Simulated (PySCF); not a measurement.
Screening by computed properties: pick the candidate that meets the target.

All species are isolated and taken at one optimised geometry, non-relativistic unless stated; the electronic structure was computed with PySCF and density fitting.

The conformers computed, where there is a choice (atom-mapped SMILES and torsion angles):
- `[O:1]=[C:2]([F:3])[c:4]1[cH:5][cH:6][cH:7][cH:8][c:9]1[C:10]([F:11])([F:12])[F:13]`: O1–C2–C4–C5 180°, C8–C9–C10–F11 -119°
- `[CH3:1][C:2]([CH3:3])=[P:4][CH2:5][N:6]([CH3:7])[CH3:8]`: C2–P4–C5–N6 -176°, P4–C5–N6–C7 164°
- `[CH3:1][c:2]1[cH:3][s:4][c:5]([C:6](=[O:7])[Cl:8])[c:9]1[CH3:10]`: S4–C5–C6–O7 -179°
- `[CH3:1][CH:2]([CH3:3])[P@@:4]1(=[NH:5])[CH2:6][C@H:7]1[CH3:8]`: C1–C2–P4–N5 85°
- `[O:1]=[P@@:2]([OH:3])([CH2:4][C:5]([F:6])([F:7])[F:8])[C:9]([F:10])([F:11])[F:12]`: O1–P2–C4–C5 -48°, P2–C4–C5–F6 -159°, O1–P2–C9–F10 174°, H–O3–P2–O1 16°
- `[NH2:1][CH:2]1[CH2:3][CH2:4]1`: H–N1–C2–C3 35°, H–N1–C2–C3 155°

(1) Wanted: HOMO energy below -8 eV (PBE0/pcSseg-1) and dipole moment below 2.8 D (PBE0/pcSseg-1), at GFN2-xTB geometries. Which candidate meets both?
A. `FC([P@](=O)(O)CC(F)(F)F)(F)F`
B. `O=C(F)C1=CC=CC=C1C(F)(F)F`
C. `CC(C)[P@@]1(=N)C[C@H]1C`
D. `Cc1csc(C(=O)Cl)c1C`
E. `P(CN(C)C)=C(C)C`
F. `C1CNC1`

(2) Wanted: HOMO–LUMO gap below 5.6 eV (PBE0/pcSseg-1) and smallest rotational constant below 6 GHz (GFN2-xTB), at GFN2-xTB geometries. Which candidate meets both?
A. `C1CNC1`
B. `CC(C)[P@@]1(=N)C[C@H]1C`
C. `NC1CC1`
D. `CC(C)=PCN(C)C`
E. `c1cccc(C(F)(F)F)c1C(=O)F`

Answers

(1) A. Computed values:
```
                     species  HOMO energy  dipole moment
FC([P@](=O)(O)CC(F)(F)F)(F)F     -9.10 eV         2.51 D
   O=C(F)C1=CC=CC=C1C(F)(F)F     -8.61 eV         5.59 D
          Cc1csc(C(=O)Cl)c1C     -7.43 eV         4.84 D
                      C1CNC1     -6.24 eV         1.34 D
             P(CN(C)C)=C(C)C     -6.11 eV         2.02 D
     CC(C)[P@@]1(=N)C[C@H]1C     -5.81 eV         3.04 D
```

(2) D. Computed values:
| species | HOMO–LUMO gap | smallest rotational constant |
| --- | --- | --- |
| CC(C)=PCN(C)C | 5.08 eV | 0.717 GHz |
| c1cccc(C(F)(F)F)c1C(=O)F | 6.09 eV | 0.504 GHz |
| CC(C)[P@@]1(=N)C[C@H]1C | 6.80 eV | 1.214 GHz |
| C1CNC1 | 7.67 eV | 6.653 GHz |
| NC1CC1 | 7.95 eV | 5.813 GHz |
